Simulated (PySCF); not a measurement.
ZnBrI, SMILES [Br][Zn][I]. Geometry optimised at B3LYP-D3(BJ)/def2-SVP. The def2 effective core potentials stand for the cores of I; spin–orbit coupling is left out.

Computed equilibrium geometry at B3LYP-D3(BJ)/def2-SVP (PySCF confirms it by a frequency run) as bond lengths and angles, and its point group:
point group C∞v.
Atoms: Zn1 Br2 I3. Bonded distances (Å): Zn1–Br2 2.247, Zn1–I3 2.436. Bond angles (°): Br2–Zn1–I3 180.0.
